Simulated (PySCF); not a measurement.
C₅H₁₀FOP.
SMILES with atom numbers: `[CH3:1][CH:2]([CH3:3])/[C:4]([F:5])=[P:6]\[CH2:7][OH:8]` (hydrogens: H9, H10, H11 on C1; H12 on C2; H13, H14, H15 on C3; H16, H17 on C7; H18 on O8)

Computed, not measured: TDDFT CAM-B3LYP/def2-SVPD, vertical, gas phase, core orbitals frozen in the response in PySCF 2.14.0, density-fitted response routines. Geometry: GFN2-xTB, one conformer, isolated molecule. Torsions of this conformer, `[CH3:1][CH:2]([CH3:3])/[C:4]([F:5])=[P:6]\[CH2:7][OH:8]`: C1–C2–C4–F5 58°, C4–P6–C7–O8 -58°, H–O8–C7–P6 -66°.

Computed states:

| state | E (eV) | f |
| --- | --- | --- |
| S1 | 4.51 | 0.0074 |
| S2 | 5.03 | 0.253 |
| S3 | 5.94 | 0.0093 |
| S4 | 6.17 | 0.0083 |
| S5 | 6.59 | 0.049 |
| S6 | 6.82 | 0.034 |
| S7 | 7.27 | 0.020 |
| S8 | 7.34 | 0.014 |

Broadening: Gaussians 0.5 eV wide at half height, area fixed by f = 4.319×10⁻⁹ ∫ε dν̃. The width is an assumption, not a result. The curve ends short of the highest state used, and states not computed would add to its high-energy end.

(1) What does the envelope look like, and where are its maxima?

(2) Coming from long wavelengths, where does ε first pass 100 L mol⁻¹ cm⁻¹?

(3) On this curve, what absorbance would a 10⁻⁵ mol/L sample give at 280 nm over a 1 cm path?

Answers

(1) 
(E (eV), ε (L mol⁻¹ cm⁻¹)): (3.76, 1), (3.82, 2), (3.87, 4), (3.92, 8), (3.98, 17), (4.03, 31), (4.09, 56), (4.14, 88), (4.19, 132), (4.25, 203), (4.30, 280), (4.36, 403), (4.41, 548), (4.47, 814), (4.52, 1164), (4.57, 1695), (4.63, 2665), (4.68, 3813), (4.74, 5613), (4.79, 7397), (4.85, 9665), (4.90, 11414), (4.95, 12780), (5.01, 13625), (5.06, 13531), (5.12, 12478), (5.17, 10976), (5.22, 9135), (5.28, 6814), (5.33, 5025), (5.39, 3249), (5.44, 2139), (5.50, 1232), (5.55, 773), (5.60, 518), (5.66, 397), (5.71, 398), (5.77, 468), (5.82, 555), (5.88, 670), (5.93, 760), (5.98, 839), (6.04, 921), (6.09, 989), (6.15, 1091), (6.20, 1218), (6.25, 1402), (6.31, 1717), (6.36, 2057), (6.42, 2535), (6.47, 2952), (6.53, 3413), (6.58, 3711), (6.63, 3894), (6.69, 3936), (6.74, 3824)

Maxima: 247 nm (5.03 eV), ε about 14000, made up of S2 (100%); 186 nm (6.67 eV), ε about 3900, made up of S5 (62%) and S6 (37%) (ε in L mol⁻¹ cm⁻¹; maxima over ε = 5, shares over 10%).

(2) At about 298 nm (4.15 eV), 0.36 eV below S1.

(3) 280 nm is 4.428 eV, where ε is about 610 L mol⁻¹ cm⁻¹, so A = ε c l ≈ 0.0061 (Beer–Lambert, with the gas-phase spectrum and the assumed width).
